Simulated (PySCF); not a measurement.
This script is equivalent to a calculation on Cl³⁺ (chlorine, charge +3).

```python
from pyscf import gto, scf, dft, mp, cc
import basis_set_exchange as bse
mol = gto.M(atom="Cl 0 0 0", charge=3, spin=2, symmetry="D2h",
            basis=gto.basis.parse(bse.get_basis("aug-cc-pV(Q+d)Z", elements=["Cl"], fmt="nwchem", header=False)))
mf = dft.UKS(mol, xc="PBE_R,PBE")
mf.irrep_nelec = {'Ag': (3, 3), 'B1u': (2, 1), 'B2u': (2, 1), 'B3u': (1, 1)}
mf.kernel()
```

Task: What total energy does it give?

Result: -457.274 hartree (calculated).

Task: Which occupied shell lies highest, and where?

Result: 3p α, at -46.285 eV.

Task: What is ⟨S²⟩, and what would a pure spin state give?

Result: 2.003, against 2.00.
